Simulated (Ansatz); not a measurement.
SnEt2Ph2 (C₁₆H₂₀Sn). Total charge 0; singlet. Geometry PBE-D4/def2-SVP; atoms count from 1.

```csv
atom,x (Å),y (Å),z (Å)
Sn1,0.107,-0.619,-0.168
C2,1.708,-1.860,0.662
C3,1.176,-2.968,1.574
H4,2.398,-1.179,1.203
H5,2.280,-2.279,-0.192
H6,1.997,-3.583,2.003
H7,0.596,-2.556,2.427
H8,0.502,-3.665,1.032
C9,-1.051,-1.793,-1.607
C10,-0.234,-2.158,-2.849
H11,-1.949,-1.196,-1.870
H12,-1.414,-2.702,-1.082
H13,-0.831,-2.742,-3.583
H14,0.139,-1.255,-3.377
H15,0.654,-2.775,-2.596
C16,0.963,1.119,-1.136
C17,2.230,1.048,-1.754
C18,2.781,2.169,-2.398
C19,2.071,3.380,-2.430
C20,0.811,3.465,-1.818
C21,0.263,2.344,-1.174
H22,2.806,0.109,-1.735
H23,3.770,2.097,-2.876
H24,2.502,4.259,-2.933
H25,0.251,4.414,-1.839
H26,-0.724,2.431,-0.691
C27,-1.189,0.075,1.424
C28,-0.808,1.162,2.239
C29,-1.634,1.599,3.288
C30,-2.857,0.955,3.536
C31,-3.251,-0.126,2.731
C32,-2.422,-0.561,1.683
H33,0.145,1.685,2.056
H34,-1.321,2.448,3.916
H35,-3.506,1.297,4.357
H36,-4.210,-0.633,2.919
H37,-2.751,-1.408,1.060
```

In the def2 sets Sn takes a core potential; there is no spin–orbit coupling. Single mean-field runs in def2-TZVP are fitted with def2-universal-jkfit.

(1) Estimate the Mulliken populations of the heavy atoms from the PBE0/def2-TZVP orbitals of Ansatz.

(2) And the Mayer bond orders between heavy atoms (over 0.3)?

Results:

(1) 
```csv
atom,charge (e)
Sn1,0.89
C2,-0.44
C3,-0.38
C9,-0.45
C10,-0.38
C16,-0.04
C17,-0.24
C18,-0.11
C19,-0.12
C20,-0.11
C21,-0.25
C27,-0.07
C28,-0.24
C29,-0.11
C30,-0.12
C31,-0.11
C32,-0.22
```
Mulliken values depend strongly on the basis.

(2) Sn1–C2 0.88 (2.19 Å); Sn1–C9 0.88 (2.19 Å); Sn1–C16 0.79 (2.17 Å); Sn1–C27 0.79 (2.17 Å); C2–C3 1.00 (1.53 Å); C9–C10 1.00 (1.53 Å); C16–C17 1.39 (1.41 Å); C16–C21 1.38 (1.41 Å); C17–C18 1.43 (1.40 Å); C18–C19 1.42 (1.40 Å); C19–C20 1.42 (1.40 Å); C20–C21 1.42 (1.40 Å); C27–C28 1.37 (1.41 Å); C27–C32 1.38 (1.41 Å); C28–C29 1.42 (1.40 Å); C29–C30 1.42 (1.40 Å); C30–C31 1.42 (1.40 Å); C31–C32 1.43 (1.40 Å).
